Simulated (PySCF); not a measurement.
Breaking a bond: CuCl, singlet. Each curve is given relative to its own lowest point near equilibrium.

```json
[
 {"R / Å": "1.66", "A": "309.4", "B": "182.8", "C": "250.0", "D": "277.3"},
 {"R / Å": "1.75", "A": "179.5", "B": "86.0", "C": "134.1", "D": "155.8"},
 {"R / Å": "1.86", "A": "81.9", "B": "24.2", "C": "52.2", "D": "66.4"},
 {"R / Å": "1.95", "A": "36.2", "B": "3.7", "C": "17.7", "D": "26.1"},
 {"R / Å": "2.02", "A": "15.4", "B": "0.0", "C": "4.5", "D": "9.1"},
 {"R / Å": "2.08", "A": "5.2", "B": "2.8", "C": "0.0", "D": "1.9"},
 {"R / Å": "2.15", "A": "0.0", "B": "10.9", "C": "0.7", "D": "0.0"},
 {"R / Å": "2.21", "A": "0.1", "B": "21.0", "C": "5.1", "D": "2.7"},
 {"R / Å": "2.30", "A": "5.9", "B": "39.6", "C": "16.4", "D": "12.3"},
 {"R / Å": "2.43", "A": "22.4", "B": "70.6", "C": "39.2", "D": "34.0"},
 {"R / Å": "2.55", "A": "42.8", "B": "100.7", "C": "64.1", "D": "58.8"},
 {"R / Å": "2.78", "A": "87.2", "B": "156.5", "C": "114.9", "D": "110.7"},
 {"R / Å": "3.15", "A": "158.1", "B": "231.6", "C": "192.3", "D": "189.9"},
 {"R / Å": "3.43", "A": "205.4", "B": "275.0", "C": "242.5", "D": "235.4"},
 {"R / Å": "3.76", "A": "252.9", "B": "312.0", "C": "290.6", "D": "270.8"},
 {"R / Å": "4.20", "A": "303.8", "B": "340.2", "C": "324.1", "D": "300.7"},
 {"R / Å": "4.61", "A": "341.2", "B": "354.6", "C": "334.2", "D": "318.6"},
 {"R / Å": "5.13", "A": "378.4", "B": "364.7", "C": "337.3", "D": "331.9"},
 {"R / Å": "5.59", "A": "404.3", "B": "369.8", "C": "338.0", "D": "338.2"},
 {"R / Å": "6.29", "A": "434.3", "B": "373.9", "C": "338.3", "D": "342.9"},
 {"R / Å": "7.34", "A": "465.5", "B": "376.9", "C": "338.4", "D": "345.7"},
 {"R / Å": "8.35", "A": "486.1", "B": "378.5", "C": "338.4", "D": "346.8"}
]
```

Energies in kJ/mol.

Task: Which curve belongs to which method? The methods are RHF/def2-TZVP (PySCF); PySCF with CCSD on UHF/def2-TZVP, 10 core orbitals frozen; unrestricted LDA (SVWN5)/def2-TZVP run with PySCF 2.14.0; unrestricted M06-2X/def2-TZVP (PySCF 2.14.0).

Result: A is RHF; B is UKS-LDA (SVWN5); C is UCCSD; D is UKS-M06-2X.

The restricted form behind RHF keeps the bonding electrons paired and can't separate into open-shell fragments. The unrestricted determinant behind UCCSD is spin-contaminated at 3.76 to 8.35 Å (<S²> up to 1.0, against 0.00 for a pure singlet). The unrestricted determinant behind UKS-LDA (SVWN5) is spin-contaminated at 3.76 to 8.35 Å (<S²> up to 0.7, against 0.00 for a pure singlet). At the longest distance UKS-LDA (SVWN5) leaves fractional charges on the fragments, a sign of delocalisation error or of the restricted form. The unrestricted determinant behind UKS-M06-2X is spin-contaminated at 3.43 to 8.35 Å (<S²> up to 1.0, against 0.00 for a pure singlet).
